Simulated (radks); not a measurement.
Values are calculated unless marked as measured or tabulated.
Trend from B2+ to Tl2+: ionisation energy by Delta-SCF between NIST ground configurations, and size. Code: a radial shooting solver on a logarithmic mesh with Libxc functionals. Model: scalar-relativistic Kohn-Sham, PBE, spin-polarised, spherical densities, finite nucleus; open shells are filled with parallel spins first (spin-orbit coupling, left out, can overturn this in heavy ions); Fermi nuclear charge, rms radius of each element as measured or else 0.836 A^(1/3) + 0.57 fm.

| species | configuration | configuration of the ion | IE (eV) | NIST (eV) | kind | outermost | <r> outermost (bohr) |
|---|---|---|---|---|---|---|---|
| B2+ | [He] 2s1 | [He] | 38.304 | 37.931 | exp. | 2s | 1.62 |
| Al2+ | [Ne] 3s1 | [Ne] | 28.875 | 28.448 | exp. | 3s | 2.19 |
| Ga2+ | [Ar] 3d10 4s1 | [Ar] 3d10 | 31.609 | 30.726 | exp. | 4s | 2.07 |
| In2+ | [Kr] 4d10 5s1 | [Kr] 4d10 | 28.574 | 28.044 | exp. | 5s | 2.34 |
| Tl2+ | [Xe] 4f14 5d10 6s1 | [Xe] 4f14 5d10 | 30.355 | 29.852 | exp. | 6s | 2.27 |

Reference values: NIST Atomic Spectra Database (exp. = measured, semi-emp. = semi-empirical, theory = theoretical value adopted there).
